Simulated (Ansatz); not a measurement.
Job for Ansatz (a program for electronic structure): R-CCSD(T)/def2-TZVPP on CH3BrSi (SMILES C[Si]Br), a point of a torsion scan. The run froze 20 orbitals, filled d shells among them.

Ansatz 0.2 input:
```yaml
crystal:
  periodic: [false, false, false]
  atoms:
    - {symbol: C, position_ang: [-0.62925351, -0.01369734, -0.01684792]}
    - {symbol: Si, position_ang: [0.89121759, 1.15328684, -0.04809454]}
    - {symbol: Br, position_ang: [2.24503404, -0.01024950, -1.50273609]}
    - {symbol: H, position_ang: [-0.80746444, -0.36708400, 0.99858238]}
    - {symbol: H, position_ang: [-1.52373023, 0.53001363, -0.31987695]}
    - {symbol: H, position_ang: [-0.53581768, -0.88734478, -0.66207010]}
basis:
  gaussian:
    orbitals: def2-TZVPP
magnetization: {spin_polarized: false}
correlation: {method: ccsd_t, electrons: outside_noble_gas}
scf: {lower_state_search: off}
```

It printed:

```
WARN ansatz: RAYON_NUM_THREADS=1 ignored (pool sized by the plan → 1); use --threads N
Functional definition: HF
these checks for a lower state are left out or cut short: stability, starts, cluster_reference, orbital_swaps, neighbouring_geometries, increment
integrals: 0.44 GiB planned
988 factors; integrals over basis functions are off by at most 1.0e-3 eV
mean field: 0.50 GiB planned
mean field evaluation 1: about -78937.7496 eV, gradient 2.8e1 eV
mean field evaluation 2: about -78937.8782 eV, gradient 2.8e1 eV
mean field evaluation 4: about -78940.0833 eV, gradient 2.5e0 eV
mean field evaluation 8: about -78940.1340 eV, gradient 2.1e-1 eV
mean field evaluation 16: about -78940.1344 eV, gradient 2.8e-6 eV
mean field -78940.13437467 eV, -2900.9964307243 hartree, gradient 2.8e-6 eV, S^2 0.000000; 0 other end points of the search recorded, 0 dependent functions left out
20 core orbitals not correlated
reference -78940.13437467 eV, -2900.9964307243 hartree; 9, 9 occupied and 134, 134 virtual orbitals, 988 factors
second order -11.91125701 eV of doubles, -0.00000000 eV of singles
coupled cluster: 1.12 GiB planned
cycle   1  -12.62117133 eV  change   -7.1e-1 eV  update   8.5e-2
cycle   2  -12.95664784 eV  change   -3.4e-1 eV  update   2.9e-2
cycle   3  -13.02615317 eV  change   -7.0e-2 eV  update   1.5e-2
cycle   4  -13.01808152 eV  change    8.1e-3 eV  update   4.6e-3
cycle   5  -13.01681673 eV  change    1.3e-3 eV  update   1.9e-3
cycle   6  -13.01705616 eV  change   -2.4e-4 eV  update   6.3e-4
cycle   7  -13.01697799 eV  change    7.8e-5 eV  update   2.2e-4
cycle   8  -13.01702594 eV  change   -4.8e-5 eV  update   7.9e-5
cycle   9  -13.01702393 eV  change    2.0e-6 eV  update   3.0e-5
cycle  10  -13.01700742 eV  change    1.7e-5 eV  update   1.2e-5
perturbative correction -0.55729441 eV, -0.0204801920 hartree
Total energy: -78953.70867651 eV, -2901.4952771158 hartree
Checks for a lower state left out: stability, starts, cluster_reference, orbital_swaps, neighbouring_geometries, increment
```

Self-consistency was reached.

Cost: very roughly 16 core-seconds.
